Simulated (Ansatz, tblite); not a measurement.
Isomers of PbSe2⁻ (doublet), found by a short tight-binding search and relaxed with r2SCAN-D4/def2-TZVPD in Ansatz.

In the def2 sets Pb takes a core potential; there is no spin–orbit coupling. The xTB rows come from tblite. Correlated methods freeze 22 core orbitals; core or outer-core shells of Pb, Se are correlated, in sets that lack core-valence functions. In CCSD on the charge -1 doublet the largest single amplitude is 0.24, so its Hartree–Fock determinant may place the open shell otherwise than the density functionals do.

Other spin states were run for one of them alone.

A:

```
atom   x (Å)   y (Å)   z (Å)
 Pb1  -0.130  -0.665  -1.094
 Se2   0.097  -1.145   1.442
 Se3   0.033   1.811  -0.348
```

B:

```tsv
atom	x (Å)	y (Å)	z (Å)
Pb1	-0.190	-0.473	0.542
Se2	2.162	0.482	0.666
Se3	-1.972	-0.008	-1.208
```

Task: Estimate their order by electronic energy at PBE-QIDH/def2-TZVPD, counted from the lowest.

Result: B (0.0) < A (5.4), in kJ/mol.

Task: Do the other levels pick the same lowest one?

Result: All that were run do. Energies above each level's lowest (kJ/mol):

```json
{"level": "GFN1-xTB", "A": "18.0", "B": "0.0"}
{"level": "GFN2-xTB", "A": "33.7", "B": "0.0"}
{"level": "HF/def2-SVPD", "A": "4.1", "B": "0.0"}
{"level": "PBE-D4/def2-TZVPD", "A": "2.5", "B": "0.0"}
{"level": "r2SCAN-D4/def2-TZVPD", "A": "5.0", "B": "0.0"}
{"level": "PBE0-D4/def2-TZVPD", "A": "3.8", "B": "0.0"}
{"level": "ωB97M-V/def2-TZVPD", "A": "4.9", "B": "0.0"}
{"level": "PBE-QIDH/def2-TZVPD", "A": "5.4", "B": "0.0"}
{"level": "MP2/def2-SVPD", "A": "20.4", "B": "0.0"}
{"level": "CCSD/def2-SVPD", "A": "7.6", "B": "0.0"}
{"level": "CCSD(T)/def2-SVPD", "A": "6.3", "B": "0.0"}
```
Point groups (tolerance 0.1 Å): A C2v, B C2v. A and B have the same bonds, so they are conformers or stereoisomers. Lower isomers may exist.
